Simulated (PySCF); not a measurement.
Nb(NMe)(NH2)3, CH₉N₄Nb (singlet state).
Bonds: Nb1–N2, Nb1–N7, Nb1–N10, Nb1–N13, N2–C3. Hydrogens: H4, H5, H6 on C3; H8, H9 on N7; H11, H12 on N10; H14, H15 on N13.

A GFN2-xTB structure was refined with PBE0-D3(BJ)/def2-SVP geometry optimisation, gas phase, def2 core potentials past Kr in PySCF. Its GFN2-xTB values:

```
coordinate  GFN2-xTB
    Nb1–N2   1.753 Å
    Nb1–N7   1.958 Å
     N2–C3   1.395 Å
     C3–H4   1.214 Å
     N7–H8   1.023 Å
 Nb1–N2–C3    178.1°
 N2–Nb1–N7    108.8°
N7–Nb1–N10    111.9°
```

Task: How do these coordinates change at the PBE0-D3(BJ)/def2-SVP level?

Result: 
```json
{"coordinate": "C3–H4", "PBE0-D3(BJ)/def2-SVP (Å or °)": "1.105", "change": "-0.109"}
{"coordinate": "Nb1–N7", "PBE0-D3(BJ)/def2-SVP (Å or °)": "1.995", "change": "+0.037"}
{"coordinate": "N2–C3", "PBE0-D3(BJ)/def2-SVP (Å or °)": "1.416", "change": "+0.021"}
{"coordinate": "N7–H8", "PBE0-D3(BJ)/def2-SVP (Å or °)": "1.016", "change": "-0.007"}
{"coordinate": "Nb1–N2", "PBE0-D3(BJ)/def2-SVP (Å or °)": "1.752", "change": "-0.001"}
{"coordinate": "Nb1–N2–C3", "PBE0-D3(BJ)/def2-SVP (Å or °)": "179.0", "change": "+0.9"}
{"coordinate": "N2–Nb1–N7", "PBE0-D3(BJ)/def2-SVP (Å or °)": "108.0", "change": "-0.8"}
{"coordinate": "N7–Nb1–N10", "PBE0-D3(BJ)/def2-SVP (Å or °)": "111.3", "change": "-0.6"}
```

The energy falls by 14.8 kcal/mol over 18 energy and gradient evaluations, the largest force component goes from 0.0850 to 2.2e-04 Eh/bohr, and the atoms move by 0.204 Å rms after alignment. The bond that changes most is C3–H4 (ends: carbon bonded to N and 3 H; hydrogen on carbon), which shortens by 0.109 Å. Bonds longer at the end by more than 0.005 Å: 7 of 14; shorter: 5. Among the dihedrals that turn most is N10–Nb1–N7–H9, from -65° to -33°. Rotational constants go from 2555, 1671, 1633 to 2626, 1634, 1631 MHz.

The run used 146 basis functions and 138 SCF cycles in all. The run took 6.0 min wall on Arm Neoverse N1, one thread, no GPU, shared host with 64 logical CPUs at a one-minute load of 59, and the process peaked at 0.64 GiB of memory.

Not checked by PBE0-D3(BJ)/def2-SVP frequencies.
